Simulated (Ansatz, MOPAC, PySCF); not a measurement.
Dimer: C2H2 (SMILES C#C) (first 4 atoms) with CH5N (SMILES CN); geometry from B3LYP-D3(BJ)/def2-TZVP, rigid monomers moved along the line of their centres of mass till C2···H11 is 3.01 Å.
(charge 0, multiplicity 1):
```xyz
11

C      0.2561    -0.6522     0.0355
C     -0.0976     0.4239     0.4223
H      0.5681    -1.6084    -0.3081
H     -0.4164     1.3766     0.7690
C     -0.5942     0.4732     4.4333
N      0.5877    -0.3452     4.1778
H     -0.7364     0.5823     5.5099
H     -1.4749    -0.0358     4.0390
H     -0.5679     1.4831     3.9972
H      1.4224     0.1086     4.5285
H      0.7141    -0.4775     3.1815
```

Monomers are frozen at their geometry in the pair; levels with a basis set take the counterpoise correction.

Rows in 6-31G* carry no dispersion term and start afresh at each structure (6-31G* with six Cartesian d functions). The state reached by PM7 isn't checked; PM7 holds dispersion and hydrogen-bond terms.

The values were computed with Ansatz (Gaussian orbitals); MOPAC for PM7 (differences of heats of formation); PySCF for 6-31G* rows, the dispersion terms. Each number belongs to the level named beside it.

Q: One of these levels gives -1.63 kcal/mol for the interaction energy. Which one is it?
A. PM7
B. B3LYP/6-31G*
C. PBE-D4/def2-TZVPPD

A: C, PBE-D4/def2-TZVPPD. The others give -1.04 (PM7), -0.56 (B3LYP/6-31G*)

Ansatz is a quantum-chemistry and plane-wave program.
